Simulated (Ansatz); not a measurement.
A made-up structure of SnH3S (charge +1), closed shell:

```xyz
5
angstrom
S 0.3110 -1.5862 0.4937
Sn -0.1589 0.4336 -0.5014
H 0.4847 -1.0446 1.7176
H -0.4831 0.3673 -2.1510
H 0.4572 -2.8177 -0.0645
```

It is relaxed with PBE-D4/def2-SVP and then PBE0-D4/def2-TZVP (Ansatz 0.2.0). Atoms count as bonded within 1.22 times the sum of their covalent radii (H–H: 0.88 Å). The end point is not checked to be a true minimum.

(1) Does its bonding change? (Judge from chemistry; the calculation decides.)

## Answers

(1) The calculation gives: No: no bond forms or breaks.

Where it ends: The first stage lowers the energy by 1.94 eV in 11 steps. It ends as SnH₃S ([SH2][SnH]), total charge +1:
```
5
angstrom
S -0.2209 -1.6007 0.6217
Sn -0.0594 0.8320 -0.5735
H 0.6649 -1.4565 1.6271
H -0.3970 -0.1326 -2.0098
H 0.6234 -2.2897 -0.1713
```

Labels in which every atom is bracketed show which atoms are joined, not bond orders.

For scale, one of the runs: PBE0-D4/def2-TZVP relaxation, 105 basis functions, launched by `ansatz run in.yaml --threads 2 --pin off --events-out ev --progress --plain --max-ram 4352MiB`. Hardware: 2 CPU threads of an Arm Neoverse V2, shared host. Wall time about 9.5 s.
